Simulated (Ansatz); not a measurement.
Reaction (cleavage of the Si–Si bond): `CO[SiH](O)[SiH](O)O` + `O[SiH3]` → `CO[SiH](O)O[SiH3]` + `O[SiH2]O`

Gas-phase electronic energies from Ansatz, PBE0-D4/def2-TZVP geometries. CBS: MP2 limit from def2 TZ/QZ plus the TZ coupled-cluster correction, frozen cores. Each species was taken in one conformer, which may not be the lowest.

```json
{"species": "`CO[SiH](O)[SiH](O)O`", "HF/CBS(def2) energy (Eh)": "-920.25476"}
{"species": "`O[SiH3]`", "HF/CBS(def2) energy (Eh)": "-366.22576"}
{"species": "`CO[SiH](O)O[SiH3]`", "HF/CBS(def2) energy (Eh)": "-845.36379"}
{"species": "`O[SiH2]O`", "HF/CBS(def2) energy (Eh)": "-441.19273"}
```

(1) Work out ΔE.

Largest T1 diagnostic among the species: 0.012.

## Answers

(1) ΔE = (-845.36379) + (-441.19273) − (-920.25476) − (-366.22576) = -0.07600 Eh = -47.7 kcal/mol. CCSD(T)/CBS gives -40.5 kcal/mol.

In def2-TZVPP, CCSD(T) changes the Hartree–Fock value by +6.1 kcal/mol (the triples alone add +0.9 kcal/mol) and MP2 by +4.7 kcal/mol. From PBE to PBE0 (25 % exact exchange), in def2-TZVPP and without D4, ΔE moves by −2.9 kcal/mol.
